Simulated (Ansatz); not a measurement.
Stepwise reaction of `[NH]=[Mo](=[NH])([F])[F]` with water, as a gas-phase model of exchange steps in deposition or etching. ΔE in kJ/mol; ΔG adds harmonic PBE0-D4 terms to CCSD(T)/CBS, at 1 bar.

Program: Ansatz. Geometries: PBE0-D4/def2-TZVP. ΔE: electronic, gas phase. CCSD(T)/CBS is the MP2 limit (def2-TZVPP, def2-QZVPP) plus CCSD(T) − MP2 in def2-TZVPP, frozen cores. This one scheme is used for every species. DFT in def2-TZVPP. B3LYP here is the variant with VWN-RPA as its local correlation; programs differ in this. Elements past krypton have def2 core potentials. For Mo outer-core shells are correlated without core-valence functions, which leaves a few kJ/mol of doubt a bond. Each species was taken in one conformer, which may not be the lowest.

```json
{"step": "1", "reaction": "`[NH]=[Mo](=[NH])([F])[F]` + H₂O → `[NH]=[Mo](=[NH])([OH])[F]` + H–F", "PBE-D4": "30.4", "B3LYP-D4": "30.1", "ωB97M-V": "31.1", "CCSD(T)/CBS": "25.3", "ΔG(600 K)": "23.8"}
```

Task: Give the row of step 2, `[NH]=[Mo](=[NH])([OH])[F]` + H₂O → `[NH]=[Mo](=[NH])([OH])[OH]` + H–F. (Estimate.)

Result: Computed: 
```csv
step,reaction,PBE-D4,B3LYP-D4,ωB97M-V,CCSD(T)/CBS,ΔG(600 K)
2,`[NH]=[Mo](=[NH])([OH])[F]` + H₂O → `[NH]=[Mo](=[NH])([OH])[OH]` + H–F,34.7,34.5,35.5,29.6,34.5
```

Task: By hand: ΔE of the 2 steps together at CCSD(T)/CBS.

Result: (25.3) + (29.6) = 54.9 kJ/mol, or 27.5 kJ/mol a step.

In ΔE the steps differ by no more than 4.3 kJ/mol. All are uphill at CCSD(T)/CBS. ΔG lies between 23.8 and 34.5 kJ/mol a step. PBE-D4 differs from CCSD(T)/CBS by 5.1 to 5.1 kJ/mol a step. Isolated molecules leave out the surface, adducts and barriers. Largest T1 diagnostic: 0.022.
